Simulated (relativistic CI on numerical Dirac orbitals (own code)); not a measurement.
Ligand-field terms of d2

Computed with a parametric ligand-field model of a d^n configuration (Racah B and C, spin-orbit zeta, crystal field), exact diagonalisation.

Field parameters in Wybourne normalisation: Oh B⁴₀ = 21Dq, B⁴₄ = √(5/14) B⁴₀; Td as Oh with Dq negative (B⁴₀ = 21Dq, B⁴₄ = √(5/14) B⁴₀). The field is a parameter set, without covalency.

**Question.** Lowest levels for B = 900, C = 3960, ζ = 500 cm⁻¹, Oh, 10Dq = 10500 cm⁻¹?

**Answer.** E 0 (S 1.00), T2 48 (S 1.00), T1 761 (S 1.00), A1 1127 (S 1.00), A2 9445 (S 1.00), T2 9466 (S 0.99), T1 9839 (S 1.00), E 9873 (S 1.00), T2 14343 (S 0.04) cm⁻¹, with S from ⟨S²⟩ = S(S + 1). The ground level has 0.08 electrons in the cubic e pair.

**Question.** Lowest levels for B = 450, C = 2270, ζ = 2300 cm⁻¹, Td, 10Dq = -11400 cm⁻¹?

**Answer.** T2 0 (S 0.99), E 6289 (S 0.50), A2 11504 (S 1.00), T2 11861 (S 0.99), T1 12547 (S 0.99), A1 12835 (S 0.54), E 13700 (S 0.75), T2 17076 (S 0.97), T1 17248 (S 0.96) cm⁻¹, with S from ⟨S²⟩ = S(S + 1). The ground level has 1.90 electrons in the cubic e pair.

**Question.** Lowest levels for B = 800, C = 2970, ζ = 720 cm⁻¹, Oh, 10Dq = 38650 cm⁻¹?

**Answer.** E 0 (S 1.00), T2 19 (S 1.00), T1 907 (S 1.00), A1 1311 (S 1.00), T2 11516 (S 0.01), E 11641 (S 0.01), A1 26156 (S 0.01), A2 36885 (S 1.00), T2 37071 (S 1.00) cm⁻¹, with S from ⟨S²⟩ = S(S + 1). The ground level has 0.01 electrons in the cubic e pair.

**Question.** Lowest levels for B = 890, C = 4300, ζ = 100 cm⁻¹, Oh, 10Dq = 15600 cm⁻¹?

**Answer.** E 0 (S 1.00), T2 1 (S 1.00), T1 136 (S 1.00), A1 204 (S 1.00), T2 14090 (S 0.95), A2 14101 (S 1.00), T1 14177 (S 1.00), E 14178 (S 1.00), T2 14576 (S 0.13) cm⁻¹, with S from ⟨S²⟩ = S(S + 1). The ground level has 0.05 electrons in the cubic e pair.

**Question.** Lowest levels for B = 670, C = 2460, ζ = 60 cm⁻¹, Oh, 10Dq = 30150 cm⁻¹?

**Answer.** E 0 (S 1.00), T2 0 (S 1.00), T1 72 (S 1.00), A1 108 (S 1.00), T2 9236 (S 0.00), E 9328 (S 0.00), A1 21334 (S 0.00), A2 28588 (S 1.00), T2 28603 (S 1.00) cm⁻¹, with S from ⟨S²⟩ = S(S + 1). The ground level has 0.01 electrons in the cubic e pair.
